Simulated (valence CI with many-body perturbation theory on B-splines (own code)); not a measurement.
The numbers below are computed, except where a source is named.
## Te XXXI: magnetic and hyperfine properties of the levels

Level of theory: configuration interaction combined with many-body perturbation theory (CI+MBPT): four valence electrons over a frozen Dirac-Fock core [Ar], a basis of 9 s, 9 p, 10 d, 8 f, 5 g, 3 h, 1 i functions for each j, with the one-electron correlation potential Σ1 (screened to all orders), the two-electron term Σ2, the three-electron term Σ3, Breit, model QED; selected single and double excitations, second order for the rest (own B-spline code, finite nucleus).

No measured spectrum was set against this ion. As an estimate, large intervals hold to a few tenths of a per cent, small ones and those within an open d or f shell to about a per cent. Core correlation moves these levels by up to 7700 cm⁻¹, and in measured spectra 5 to 20 % of such shifts remained as error; rates that hang on mixing are uncertain with them. Only levels of the ground parity were solved; by the run's estimate the other parity begins above the list, which can be wrong where configurations are misplaced.

A/g_I is the dipole constant over the nuclear g factor μ/I (μ in nuclear magnetons, uniformly magnetised nucleus), B/Q the quadrupole constant per barn. Both hold the static response of the core; the bare values leave it out. Large factors of s and p1/2 electrons are usually good to 5 to 10 %; those of open d and f shells near neutrality can be off by tens of per cent, and small factors of p3/2, d and f electrons come from cancelling terms and can be off by a factor of two or in sign, in half-filled shells by more. B is blank for J = 1/2, where it vanishes, and for nearly pure S terms. Energies count from the lowest level. Levels with J = 0 are left out.

Levels are named by their leading jj configuration (3d3/2^4 stands for four electrons in 3d with j = 3/2), which in mixed levels can hold well under half, so a name can repeat and another be missing. Letters in brackets count levels of one name in rising energy.

```tsv
Level	E (eV)	g	A/g_I (MHz)	A/g_I bare	B/Q (MHz/b)	B/Q bare
(3d3/2^3 3d5/2) J=1	7.646	1.495	-666	-81.2	6330	6460
(3d3/2^3 3d5/2) J=2	12.517	1.422	6150	6640	6550	6680
(3d3/2^3 3d5/2) J=4	15.231	1.210	14800	15000	-5910	-6050
(3d3/2^3 3d5/2) J=3	15.273	1.363	10500	10900	-253	-267
(3d3/2^2 3d5/2^2) J=4 [a]	23.103	1.108	13900	14000	-2660	-2730
(3d3/2^2 3d5/2^2) J=3 [a]	25.688	0.966	15200	15300	3450	3520
(3d3/2^2 3d5/2^2) J=2 [a]	25.915	0.928	13100	13100	9640	9830
(3d3/2^2 3d5/2^2) J=5	27.617	1.075	15200	15300	13900	14200
(3d3/2^2 3d5/2^2) J=1	28.455	1.290	13600	14000	-261	-279
(3d3/2^2 3d5/2^2) J=6	29.388	1.100	15800	15900	15200	15500
(3d3/2^2 3d5/2^2) J=4 [b]	31.857	1.027	17300	17300	-7120	-7260
(3d3/2^2 3d5/2^2) J=2 [b]	32.675	1.178	13400	13600	2690	2740
(3d3/2^2 3d5/2^2) J=3 [b]	33.267	1.169	15500	15700	5970	6100
(3d3/2 3d5/2^3) J=4 [a]	35.974	1.169	11600	11800	1790	1820
(3d3/2^2 3d5/2^2) J=2 [c]	38.907	1.082	19500	19600	1870	1910
(3d3/2 3d5/2^3) J=3 [a]	38.971	1.085	11200	11300	228	236
(3d3/2 3d5/2^3) J=5	41.376	1.149	13100	13300	-8990	-9180
(3d3/2 3d5/2^3) J=1 [a]	42.148	0.734	19200	18900	6350	6470
(3d3/2 3d5/2^3) J=6	42.519	1.057	15200	15300	19200	19600
(3d3/2^2 3d5/2^2) J=4 [c]	44.975	1.119	12600	12700	16400	16700
(3d3/2^2 3d5/2^2) J=2 [d]	46.529	1.293	11800	12100	-725	-730
(3d3/2 3d5/2^3) J=3 [b]	48.719	1.077	14400	14500	11300	11500
(3d3/2^2 3d5/2^2) J=2 [e]	49.480	1.070	15700	15800	10300	10500
(3d5/2^4) J=4	55.949	1.094	12600	12800	-1720	-1740
(3d3/2 3d5/2^3) J=3 [c]	56.725	1.063	16100	16200	20900	21300
(3d3/2 3d5/2^3) J=1 [b]	57.314	1.464	3000	3540	-8360	-8520
(3d5/2^4) J=2	57.878	0.992	16500	16600	4930	5030
(3d3/2 3d5/2^3) J=4 [b]	59.688	1.090	15100	15200	4080	4170
(3d3/2 3d5/2^3) J=2	70.118	0.998	14400	14400	-16300	-16600
```

Q: Take the isotope of mass number 125, with I = 1/2, μ = -0.887 μN. What is the hyperfine structure of (3d3/2^2 3d5/2^2) J=2 [a]?

A: From the table A = -23300 MHz. Shifts from the centre of gravity in MHz: F = 3/2: 35000, F = 5/2: -23300.
